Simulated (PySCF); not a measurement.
# Distorted geometries of [Lu(SH)4]−

[Lu(SH)4]− (singlet in the valence; each metal's 4f electrons, 14 of them, lie in its core potential, out of spins and levels). PySCF 2.14.0, RKS r2SCAN, Lu lcecp-1-SVP with ECP60, S def2-SVP, H def2-SVP; non-relativistic Hamiltonian with scalar-relativistic core potentials where named; density fitting; no spin-orbit coupling. Relaxed geometry:

```xyz
9

Lu    0.0000    0.0000    0.0026
S     1.4189    1.5570    1.5216
H     1.8146    0.4646    2.2212
S    -1.4189   -1.5570    1.5216
H    -1.8146   -0.4646    2.2212
S     1.5578   -1.4157   -1.5181
H     0.4657   -1.8051   -2.2203
S    -1.5578    1.4157   -1.5181
H    -0.4657    1.8051   -2.2203
```

Task: Order these distorted geometries by energy above the relaxed one, lowest first.
A.
```xyz
9

Lu   -0.2257    0.0047   -0.1521
S     1.4225    1.4218    1.4876
H     2.0823    0.4004    2.1070
S    -1.2773   -1.5791    1.5190
H    -1.7988   -0.3222    2.3978
S     1.4746   -1.3544   -1.4335
H     0.4118   -1.8548   -2.1604
S    -1.7150    1.4120   -1.5672
H    -0.3744    1.8716   -2.1871
```
B.
```xyz
9

Lu    0.0568   -0.0154    0.0241
S     1.5347    1.5126    1.5466
H     1.7130    0.5482    2.2773
S    -1.3142   -1.5529    1.5747
H    -1.8925   -0.5643    2.1607
S     1.6016   -1.3751   -1.4685
H     0.3958   -1.7946   -2.2908
S    -1.5322    1.4344   -1.5745
H    -0.5630    1.8072   -2.2385
```
C.
```xyz
9

Lu   -0.0355    0.0096    0.2603
S     1.4081    1.4764    1.6896
H     1.7403    0.7220    2.0546
S    -1.1967   -1.4044    1.5851
H    -1.9395   -0.4275    2.0856
S     1.4892   -1.4848   -1.4237
H     0.2849   -1.9974   -2.2279
S    -1.2965    1.3632   -1.5208
H    -0.4542    1.7429   -2.4917
```

Result: B (0.89 eV), A (1.22 eV), C (7.89 eV).

Task: Which forces (eV/Å) act in the one that lies 7.89 eV up?

Result: 
```
Lu    3.12   2.36  -4.56
S   -15.41  36.54 -17.03
H    15.99 -36.07  17.72
S    -2.47  -3.96   2.79
H    -0.41   0.65   0.34
S    -2.43  -0.81  -1.00
H     2.26   1.07   1.65
S    -1.02   0.31   0.06
H     0.39  -0.10   0.02
```
Forces carry noise of the integration grid, about 0.01 to 0.03 eV/Å.

No frequency check is given that shows the relaxed geometry to be a minimum. An lcecp potential fixes the number of 4f electrons, so in runs with it no electron can move into or out of that shell.
